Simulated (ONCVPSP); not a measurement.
## Ta (Z = 73), ONCV: configuration errors across variants

| Item | Value |
| --- | --- |
| Element | tantalum (Ta) |
| Generator | ONCVPSP 4.0.1 |
| Type | optimised norm-conserving Vanderbilt (ONCV) |
| Functional | PBEsol |
| Relativity | scalar-relativistic |
| Frozen core | [Kr] 4d10 4f14 5s2 |
| Valence charge | 11 |
| Reference configuration | 5p6 5d3 6s2 |
| Partial waves | 6s: rc 2.70 bohr, ncon 3, nbas 8, qcut 2.1 1/bohr, 3 projectors, debl 2.1 Ha; 5p: rc 2.10 bohr, ncon 3, nbas 6, qcut 5.8 1/bohr, 1 projector; 5d: rc 2.40 bohr, ncon 4, nbas 8, qcut 6.7 1/bohr, 1 projector |
| Local potential | polynomial inside 1.65 bohr (lpopt 5, dvloc0 4 Ha) |
| Core correction | Teter function, fcfact 4, rcfact 1.8 |

All-electron excitation energies from the reference (eV): (1) 5p6 5d3 6s1 8.505; (2) 5p6 5d3 6s0 23.483; (3) 5p6 5d2 6s0 47.094; (4) 5p6 5d3.5 6s1.5 0.989.

Errors AE − PS in meV (a dash: test not solved or not reliable):

| change | (1) | (2) | (3) | (4) | bound ghosts | GHOST(+) flags above zero |
| --- | --- | --- | --- | --- | --- | --- |
| base | -8.0 | -74 | -247 | -5.8 | none | s |
| p: qcut 3.4 | -8.1 | -74 | -250 | -6.3 | none | s |
| p: qcut 4.1 | -8.0 | -74 | -248 | -6.0 | none | s |
| p: qcut 4.7 | -8.0 | -74 | -248 | -5.9 | none | s |
| p: qcut 5.4 | -8.0 | -74 | -248 | -5.9 | none | s |
| p: qcut 5.9 | -8.1 | -76 | -253 | -5.8 | none | s |
| p: qcut 7.4 | -8.0 | -74 | -247 | -5.9 | none | s |
| p: qcut 7.8 | -8.0 | -74 | -247 | -5.9 | none | s |
| p: qcut 8.7 | -8.0 | -74 | -247 | -5.9 | none | s |

Question: Give the same row for: p: qcut 6.7.

Answer: -8.1, -76, -253, -5.8; bound ghosts: none; GHOST(+) flags above zero: s.
